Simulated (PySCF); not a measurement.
GaAs⁻: one state, many levels of theory

State: ²Σ⁺ (doublet), unpaired electrons σ ↑. Set-up: PySCF, no relativity, basis sets Ga def2-TZVPPD, As def2-TZVPPD. De refers to Ga + As⁻ in their high-spin ground configurations, without counterpoise correction. The functionals are run spin-unrestricted. A positive dipole points towards As; it is taken about the centre of mass and depends on that origin. Levels whose curve was spin-contaminated or gave no clean fit are not listed.

```json
{"Level": "ROHF-CCSD", "Re (Å)": "2.226", "ωe (cm⁻¹)": "333", "De (eV)": "n/a", "μ (D)": "n/a"}
{"Level": "ROHF-CCSD(T)", "Re (Å)": "2.232", "ωe (cm⁻¹)": "329", "De (eV)": "n/a", "μ (D)": "n/a"}
{"Level": "PBE", "Re (Å)": "2.240", "ωe (cm⁻¹)": "316", "De (eV)": "n/a", "μ (D)": "-1.42"}
{"Level": "PBEsol", "Re (Å)": "2.217", "ωe (cm⁻¹)": "327", "De (eV)": "n/a", "μ (D)": "-1.37"}
{"Level": "BLYP", "Re (Å)": "2.265", "ωe (cm⁻¹)": "300", "De (eV)": "n/a", "μ (D)": "-1.47"}
{"Level": "r²SCAN", "Re (Å)": "2.214", "ωe (cm⁻¹)": "331", "De (eV)": "n/a", "μ (D)": "-1.47"}
{"Level": "M06-L", "Re (Å)": "2.244", "ωe (cm⁻¹)": "314", "De (eV)": "n/a", "μ (D)": "-1.33"}
{"Level": "PBE0", "Re (Å)": "2.222", "ωe (cm⁻¹)": "329", "De (eV)": "n/a", "μ (D)": "-1.68"}
{"Level": "M06-2X", "Re (Å)": "2.246", "ωe (cm⁻¹)": "326", "De (eV)": "n/a", "μ (D)": "-2.25"}
{"Level": "ωB97X-V", "Re (Å)": "2.210", "ωe (cm⁻¹)": "336", "De (eV)": "n/a", "μ (D)": "-1.93"}
{"Level": "B2PLYP", "Re (Å)": "2.231", "ωe (cm⁻¹)": "325", "De (eV)": "n/a", "μ (D)": "-1.96"}
```

The bond length runs from 2.210 Å (ωB97X-V) to 2.265 Å (BLYP).

Correlated steps freeze 18 core orbitals. Spin–orbit coupling is left out. The highest Kohn–Sham level is positive in this anion. Much of that is self-interaction error, but it also means that the finite basis helps to hold the extra electron. B2PLYP dipoles, levels and charges come from its SCF part alone. The state is the lowest determinant that a PBE0 search found; another state may lie lower at other levels.

The whole job (state search and all levels along the bond) took about 35 min on 2 threads of Arm Neoverse V2 (shared host), peak memory 5 GiB.
